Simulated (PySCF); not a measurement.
Rhodium: a sound run and one with changed settings

Sound run: Rh⁺ [Kr] 4d8, Rh²⁺ [Kr] 4d7. All numbers are calculated (PySCF 2.14, scalar relativity by spin-free X2C-1e, in x2c-TZVPall). In the sound run the correlated levels freeze [Kr]. The sound run starts from symmetry-adapted Hartree-Fock orbitals and uses a fine grid where one is needed.

Changed run: the non-relativistic Hamiltonian (point nucleus). This setting is unsound on purpose.

```
species  method  sound run (hartree)  changed run (hartree)  converged
    Rh⁺     UHF          -4780.95532            -4623.06477        yes
    Rh⁺   B3LYP          -4783.38046            -4625.69045        yes
    Rh⁺    BP86          -4783.89007            -4626.22276        yes
    Rh⁺     MP2          -4781.12044            -4623.22728        yes
   Rh²⁺     UHF          -4780.36136            -4622.45415        yes
   Rh²⁺   B3LYP          -4782.70374            -4624.99969        yes
   Rh²⁺    BP86          -4783.20590            -4625.52513        yes
   Rh²⁺     MP2          -4780.47976            -4622.57079        yes
```

Ionisation energy of Rh⁺:

```json
{"method": "UHF", "sound run (eV)": "16.162", "changed run (eV)": "16.616"}
{"method": "B3LYP", "sound run (eV)": "18.415", "changed run (eV)": "18.797"}
{"method": "BP86", "sound run (eV)": "18.617", "changed run (eV)": "18.983"}
{"method": "MP2", "sound run (eV)": "17.434", "changed run (eV)": "17.864"}
{"method": "SCS-MP2", "sound run (eV)": "17.444", "changed run (eV)": "17.871"}
```

Most of the change in total energy is the relativistic energy itself. On top of that the contraction fixes the core shape for the Hamiltonian it was made with, so the changed run is not a good calculation with the other Hamiltonian either.

For comparison, NIST gives 18.08 eV between the lowest levels.
